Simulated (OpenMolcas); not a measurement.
N⁺: CASPT2 settings compared

```
Program             : OpenMolcas 26.06
Basis               : ANO-RCC-VDZP [3s2p1d]
Scalar Hamiltonian  : DKH2, point nucleus
Active space        : 4 electrons in 4 orbitals (2s 2p)
State averaging     : 2S+1 = 3 even, 3 roots; 2S+1 = 1 even, 6 roots; 2S+1 = 5 odd, 1 root; 2S+1 = 3 odd, 9 roots; 2S+1 = 1 odd, 8 roots
Spin-orbit coupling : state interaction with AMFI integrals over the reference wave functions, term energies averaged over their components
```

Methods on the same reference wave functions:
A. CASSCF
B. SS-CASPT2, IPEA 0.5 Eh, sigma2 regulariser 0.3 Eh (closed shells correlated: 1s)
C. SS-CASPT2, IPEA 0.35 Eh, real shift 0.5 Eh (closed shells correlated: 1s)
D. SS-CASPT2, IPEA 0.4 Eh, sigma2 regulariser 0.4 Eh (closed shells correlated: none)

Energies in cm-1 above 2s2 2p2 3P0, the measured ground level; measured values from NIST Handbook of Basic Atomic Spectroscopic Data.

| Level | A | B | C | D | Measured |
| --- | --- | --- | --- | --- | --- |
| 2s2 2p2 3P0 | 0.0 | 0.0 | 0.0 | 0.0 | 0.0 |
| 2s2 2p2 3P1 | 46.8 | 46.8 | 46.8 | 46.8 | 48.7 |
| 2s2 2p2 3P2 | 139 | 139 | 139 | 139 | 131 |
| 2s2 2p2 1D2 | 17770 | 16040 | 16300 | 16170 | 15316 |
| 2s2 2p2 1S0 | 30902 | 32500 | 32760 | 32620 | 32689 |
| 2s 2p3 5S* 2 | 36321 | 42180 | 42360 | 42420 | 46785 |
| 2s 2p3 3D* 2 | 95975 | 91950 | 92120 | 91960 | 92250 |
| 2s 2p3 3D* 1 | 95975 | 91950 | 92120 | 91960 | 92251 |
| 2s 2p3 3D* 3 | 95976 | 91950 | 92120 | 91960 | 92236 |
| 2s 2p3 3P* 0 | 113305 | 110440 | 110690 | 110540 | 109223 |
| 2s 2p3 3P* 1 | 113305 | 110440 | 110690 | 110540 | 109216 |
| 2s 2p3 3P* 2 | 113305 | 110440 | 110690 | 110540 | 109217 |
| 2s 2p3 1D* 2 | 160744 | 149980 | 150090 | 150000 | 144188 |
| 2s 2p3 3S* 1 | 167886 | 161100 | 160480 | 161040 | 155127 |
| 2s 2p3 1P* 1 | 177794 | 168180 | 168380 | 168300 | 166766 |

Deviations, from unrounded energies. A percentage is the sum of absolute deviations over the sum of measured energies, with the sign that they share, or ± where signs differ.

```tsv
Against measurement	Levels	A	B	C	D
mean absolute deviation (cm-1)	14	5600	1700	1700	1700
fine structure of the ground term (%)	2	±5.6	±5.6	±5.6	±5.6
other terms of the ground configuration (%)	2	±8.8	±1.9	+2.2	±1.9
other configurations (%)	10	±6.6	±2.0	±2.0	±2.0
```

B, C, D lie about equally close to measurement and A furthest from it. The largest miss of C in the table is 2s 2p3 1D* 2, by +5900 cm-1. The ranking rests on the paired levels alone, and a cruder setting can come out closer through cancelling errors.

Among B to D the level of the table that moves most is 2s 2p3 3S* 1, by 620 cm-1 (lowest in C, highest in B). Moves below CASPT2's spread within the term are not significant.

The mean deviations of B to D differ by less than CASPT2's widest spread within a term (860 cm-1), so their order carries little weight.

From A to B the spin-free energies of the other terms of 2s2 2p2 shown, above 3P, scale by factors of 0.90 to 1.05.

The lowest spin-free term lies below A's lowest term by 0.049 hartree in B, 0.051 hartree in C, 0.050 hartree in D.

CASPT2 breaks the degeneracy within a term, and the mean is taken; among the terms shown or strongly mixed into the levels shown the widest spread is 860 cm-1 (2s 2p3 3D*, B). Without dynamic correlation excited terms often stand tens of per cent too high (terms of higher spin than the ground term too low), and those without a measured partner can miss by more than the paired ones (holds for A). Computed and measured levels are paired by configuration, term and J; levels that our copy of the source lacks, or whose pairing is in doubt (as where it misses far off the trend of its configuration), stay unpaired and out of the deviations. Levels of configurations outside the active space are missing.

* marks odd parity.
